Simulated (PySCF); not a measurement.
## Kr²⁵⁺ (krypton, charge +25) across methods

[Ne] 3s1, 2S determinant. Computed with PySCF 2.14 in an uncontracted even-tempered set (16 s from 2.9 bohr⁻², ratio 2.5; 10 p from 3.8 bohr⁻², ratio 2.5; 5 d from 14 bohr⁻², ratio 2.7; 4 f from 22 bohr⁻², ratio 2.7), with no relativity, point nucleus.

```tsv
method	E (hartree)	mean ε 2p α (eV)	mean ε 2p β (eV)	mean ε 3s α (eV)	Σ⟨r²⟩ (bohr²)	⟨S²⟩
LDA	-2331.998	-2785.4	-2783.7	-1166.3	0.4993	0.750
UHF	-2335.44908	-2859.7	-2857.3	-1185.7	0.4993	0.750
M06-2X	-2335.894	-2824.5	-2823.3	-1177.2	0.4990	0.750
PBE	-2335.432	-2787.1	-2785.3	-1166.8	0.4990	0.750
PBE0	-2335.548	-2805.7	-2803.7	-1171.7	0.4990	0.750
MN15	-2336.127	-2792.4	-2793.4	-1172.6	0.4991	0.750
r2SCAN	-2335.847	-2795.6	-2794.0	-1167.1	0.4994	0.750
```
